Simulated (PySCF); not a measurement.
These are PySCF with B3LYP-D3(BJ)/def2-TZVP // TPSS-D3(BJ)/def2-SVP values and carry that method's errors. Isolated molecules, 0 K electronic values unless said otherwise. One relaxed conformer stands for a flexible species; it need not be the lowest. B3LYP has the VWN-RPA correlation part, as in Gaussian. 

Reference species: [Zn(NH2)(Cl)] (neutral, multiplicity 1).

mean distance from the central atom to its bonded neighbours: 1.971 Å
charge on the central atom (Mulliken): 0.51 e
charge on the central atom (meta-Löwdin): 1.17 e

After one change: the mean distance from the central atom to its bonded neighbours goes up by 0.034 Å; the charge on the central atom (Mulliken) falls by 0.09 e; the charge on the central atom (meta-Löwdin) drops by 0.07 e.

### Question
What was changed between the two runs? The new species is one of these.
A) [Zn(NH2)(SH)]
B) [Zn(NH2)(F)]
C) [Zn(NH2)(CH3)]
D) [Zn(NH2)2]

### Answer
A, [Zn(NH2)(SH)]
